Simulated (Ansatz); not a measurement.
Total energies of CH$_{6}$ClNSi, SMILES `N[SiH2]CCl`.

```xyz
10

N     0.829    1.046    1.061
Si    0.720   -0.050   -0.248
C    -1.031   -0.614   -0.675
Cl   -1.760   -1.370    0.775
H     0.558    0.754    1.986
H     0.649    2.026    0.919
H     1.488   -1.278    0.074
H     1.269    0.631   -1.452
H    -1.679    0.214   -0.967
H    -1.043   -1.360   -1.472
```

The species carries charge 0 and has multiplicity 1. All single points use the PBE0-D4/def2-TZVP geometry. It is one conformer, not always the lowest. Basis def2-TZVPP, the Gaussian-basis code of Ansatz.

RPA on PBE orbitals: Hartree–Fock energy of these orbitals -844.29258 Eh, correlation -1.19391 Eh (frozen core).

```tsv
functional	energy without D4 (Eh)	D4 term (kJ/mol)
LDA (SPW92)	-842.75599	–
revPBE	-846.07658	-61.4
BLYP	-846.20040	-44.9
r2SCAN	-846.14095	-5.0
PBE0	-845.86652	-17.2
B3LYP	-846.29731	-33.0
r2SCANh	-846.13413	-5.3
r2SCAN0	-846.12478	-5.8
HSE06 (plane-wave form)	-845.84660	-16.1
BHLYP	-846.19758	-25.3
LC-ωPBE	-845.98492	–
ωB97M-V	-846.16182	–
B2PLYP	-845.92135	–
PBE-QIDH	-845.68789	–
```

Give the same for PBE, B97M-V, CAM-B3LYP, ωB97X-V. (An estimate is asked.)

Computed: 
```csv
functional,energy without D4 (Eh),D4 term (kJ/mol)
PBE,-845.78700,-20.4
B97M-V,-846.05196,–
CAM-B3LYP,-846.22796,-17.5
ωB97X-V,-846.11386,–
```

B3LYP takes the VWN-RPA correlation (the form of Gaussian; ORCA's B3LYP/G). HSE06 is the plane-wave form, built on full-range PBE exchange. The double hybrids freeze the cores in their second-order part.

LC-ωPBE has ω = 0.4 bohr⁻¹.
